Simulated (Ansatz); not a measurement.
Calculated with Ansatz (gas phase, PBE0-D4/def2-TZVP geometries, no zero-point term in ΔE). CCSD(T)/CBS is the MP2 limit (def2-TZVPP, def2-QZVPP) plus CCSD(T) − MP2 in def2-TZVPP, frozen cores. Functionals use def2-TZVPP. For Se outer-core shells are correlated without core-valence functions, which leaves a few kJ/mol of doubt a bond. Scalar relativity is left out up to krypton. Each species was taken in one conformer, which may not be the lowest.

Consider the isomerisation: `C[Se][SiH3]` → `[SiH3]C[SeH]`.

| level | ΔE (kJ/mol) |
| --- | --- |
| r2SCAN | 64.8 |
| CCSD/CBS(def2) | 62.4 |

Q: What does CCSD(T)/CBS give? (An estimate is asked.)

A: Computed: +62.1 kJ/mol. The listed levels differ from it by 2.7, 0.3 kJ/mol.

Largest T1 diagnostic among the species: 0.010.

In def2-TZVPP, CCSD(T) changes the Hartree–Fock value by −7.1 kJ/mol (the triples alone add −0.2 kJ/mol) and MP2 by −4.0 kJ/mol. Leaving LDA and LC-ωPBE aside and taking each functional with its dispersion term where it has one, the values, not all of them listed here, spread over 5.5 kJ/mol, from CAM-B3LYP-D4 to r2SCAN0-D4. LDA lies −6.8 kJ/mol from PBE without D4. At CCSD(T), def2-SVP lies −5.8 kJ/mol from the extrapolated value and def2-TZVPP −3.1 kJ/mol.
